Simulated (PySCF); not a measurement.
**First hyperpolarisability: SMILES C=C(F)/C(F)=C\Br, C4H3BrF2**

Geometry:
```csv
atom,x (Å),y (Å),z (Å)
C1,-1.811,0.581,0.056
C2,-0.729,-0.192,0.171
F3,-0.820,-1.431,0.643
C4,0.623,0.225,-0.195
F5,0.649,1.466,-0.692
C6,1.798,-0.415,-0.104
Br7,2.115,-2.129,0.540
H8,-2.787,0.197,0.351
H9,-1.719,1.593,-0.334
H10,2.691,0.113,-0.445
```

Method used: quadratic response CAM-B3LYP/def2-TZVPD first hyperpolarisability, Taylor convention, gas phase in PySCF. Geometry: PBE0-D3(BJ)/def2-SVP.

The calculation is non-relativistic, which matters for the atoms heavier than Zn.

Give β for the processes computed.

In au, Taylor convention; the vector part is βᵢ = ⅓ Σⱼ (βᵢⱼⱼ + βⱼᵢⱼ + βⱼⱼᵢ); β∥ is 3/5 of the vector part along the dipole, the dipole points from − to +:
```
                   process  λ (nm)  β vector norm      β∥  β HRS  depolarisation ratio
           static β(0;0,0)       ∞          130.4   -52.0   62.9                  3.38
second harmonic β(−2ω;ω,ω)    1907          154.6   -64.4   73.1                  3.52
         Pockels β(−ω;ω,0)    1907          138.0   -55.9      –                     –
second harmonic β(−2ω;ω,ω)    1064          227.7  -101.5  103.8                  3.81
         Pockels β(−ω;ω,0)    1064          156.5   -65.3      –                     –
```

Which lowest excitations, dipole and polarisabilities go with it?

S1 5.23 eV (f = 0.616); S2 5.52 eV (f = 0.001); S3 6.06 eV (f = 0.000); dipole 1.01 D; isotropic α 78.9 au static, 79.3 au at 1907 nm, 80.2 au at 1064 nm, 80.6 au at 953.5 nm, 85.0 au at 532 nm.
